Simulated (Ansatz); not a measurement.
Input and output for the cluster As₄O₆⁺.

```yaml
crystal:
  periodic: [false, false, false]
  atoms:
    - {symbol: As, position_ang: [-1.025576, 1.737530, 0.097700]}
    - {symbol: As, position_ang: [-0.416654, -0.888202, -1.765756]}
    - {symbol: As, position_ang: [1.974911, 0.421156, 0.051925]}
    - {symbol: As, position_ang: [-0.458718, -1.094048, 1.391642]}
    - {symbol: O, position_ang: [-1.236836, 0.628028, -1.288994]}
    - {symbol: O, position_ang: [1.266099, -0.469955, -1.327283]}
    - {symbol: O, position_ang: [0.758143, 1.720167, 0.227378]}
    - {symbol: O, position_ang: [-0.788930, -1.792603, -0.165248]}
    - {symbol: O, position_ang: [-1.303289, 0.424879, 1.408710]}
    - {symbol: O, position_ang: [1.230840, -0.686942, 1.369916]}
basis:
  gaussian: {orbitals: cc-pVTZ-DK, fitting: {mean_field: def2-universal-jkfit}}
total_charge: 1
magnetization: {spin_polarized: true, initial_magnetization: 1}
hamiltonian: {xc: {name: PBE0}}
scf: {omitted_lower_state_checks: [starts]}
output: {forces: true}
```

```sh
$ ansatz run in.yaml --threads 4 --pin off --events-out ev --progress --plain --max-ram 6963MiB
```

It prints (some lines left out):

```
Functional definition: PBE0
  name "PBE0"
  cite "Adamo & Barone, J. Chem. Phys. 110, 6158 (1999) doi:10.1063/1.478522"
  cite "Perdew, Burke & Ernzerhof, Phys. Rev. Lett. 77, 3865 (1996) doi:10.1103/PhysRevLett.77.3865"
  parent pbe
  parameter a = 0.25
  parameter kappa = 0.804
  parameter beta = 0.06672455060314922
  exchange = (1 - a)*pbe_x(kappa = kappa, mu = beta*pi^2/3) + a*exact_x
  correlation = pbe_c(beta = beta)
these checks for a lower state are left out or cut short: starts
1526 factors; integrals over basis functions are off by at most 6.7e-1 eV
mean field evaluation 1: about -258292.5674 eV, gradient 1.0e2 eV
mean field evaluation 2: about -258208.8117 eV, gradient 1.8e2 eV
mean field evaluation 4: about -258324.8529 eV, gradient 1.9e1 eV
mean field evaluation 8: about -258326.0789 eV, gradient 2.8e-1 eV
mean field evaluation 16: about -258326.0801 eV, gradient 1.2e-3 eV
mean field -258326.08007897 eV, -9493.3083431960 hartree, gradient 5.5e-5 eV, S^2 0.754939; 0 other end points of the search recorded, 0 dependent functions left out
the calculation of the forces begins
reference -258326.08011329 eV, -9493.3083444575 hartree; 90, 89 occupied and 262, 263 virtual orbitals, 1526 factors
Total energy: -258326.08011329 eV, -9493.3083444575 hartree
Relativity: scalar
Atom 0 at    -1.025576     1.737530     0.097700 Å, force     0.586900    -0.860608    -0.151413 eV/Å
Atom 1 at    -0.416654    -0.888202    -1.765756 Å, force     0.258632     0.559528     0.853371 eV/Å
Atom 2 at     1.974911     0.421156     0.051925 Å, force    -1.033902    -0.148842    -0.128508 eV/Å
Atom 3 at    -0.458718    -1.094048     1.391642 Å, force     0.317086     0.755762    -0.962024 eV/Å
Atom 4 at    -1.236836     0.628028    -1.288994 Å, force     0.092439    -0.006299     0.037748 eV/Å
Atom 5 at     1.266099    -0.469955    -1.327283 Å, force    -0.065694     0.063075     0.040513 eV/Å
Atom 6 at     0.758143     1.720167     0.227378 Å, force    -0.033660    -0.074501    -0.057720 eV/Å
Atom 7 at    -0.788930    -1.792603    -0.165248 Å, force     0.044124     0.090886     0.298663 eV/Å
Atom 8 at    -1.303289     0.424879     1.408710 Å, force     0.131498    -0.283323     0.031054 eV/Å
Atom 9 at     1.230840    -0.686942     1.369916 Å, force    -0.297423    -0.095680     0.038317 eV/Å
Dipole moment:    -0.002820    -0.006677     0.008460 e Å
Checks for a lower state left out: starts
```

It took 36 s on 4 threads of Intel Xeon Platinum 8488C on a shared host, peak host memory 2.4 GiB.

DK, ANO-RCC and x2c sets are all-electron and run with scalar relativity unless a key says otherwise.

The dipole of an ion depends on the origin.
